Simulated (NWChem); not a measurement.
Si3H7F; SMILES F[SiH2][SiH2][SiH3]

```xyz
11

Si    -0.6705     1.9846     0.0819
Si     1.1186     0.4841    -0.1633
Si     0.2576    -1.6716     0.1911
F     -1.3155    -1.6292    -0.2533
H     -1.3243     1.7643     1.4079
H     -0.1922     3.3994     0.0061
H     -1.6691     1.7462    -1.0029
H      1.7100     0.6010    -1.5337
H      2.1903     0.7625     0.8455
H      0.3128    -2.0406     1.6369
H      0.9323    -2.7298    -0.6162
```
Atoms are numbered in this order, from 1.

Program: NWChem. Medium grid unless said otherwise, to which SCAN and Minnesota functionals are sensitive. Geometry: optimised at PBE0/def2-SVP. Hybrids' shares of exact exchange are those that their runs print; pure functionals count as 0. The functionals differ in more than this share.

```
row                 share of exact exchange  highest occupied level (eV)
------------------  -----------------------  ---------------------------
PBE/def2-SVP                           0.00                        -6.94
SCAN/def2-SVP                          0.00                        -7.28
B3LYP/def2-SVP                         0.20                     withheld
PW6B95/def2-SVP                        0.28                        -8.13
BHandHLYP/def2-SVP                     0.50                        -9.08
M06-2X/def2-SVP                        0.54                        -9.07
```

### Question
Fit a straight line of the last column on the one before it, predict the withheld value, and compare with the run.

### Answer

1. Means of the 5 shown rows: x = 0.264, y = -8.100. Slope Σ(x − x̄)(y − ȳ)/Σ(x − x̄)² = -1.022/0.2715 = -3.765; intercept -7.106.
2. The shown rows scatter about the line by 0.120 (root mean square); the largest residual is -0.17, at SCAN/def2-SVP.
3. At x = 0.20 (B3LYP/def2-SVP; inside the shown range) the line gives -7.86.
4. The run gives -7.85, +0.01 from the line, 0.1 times the scatter.
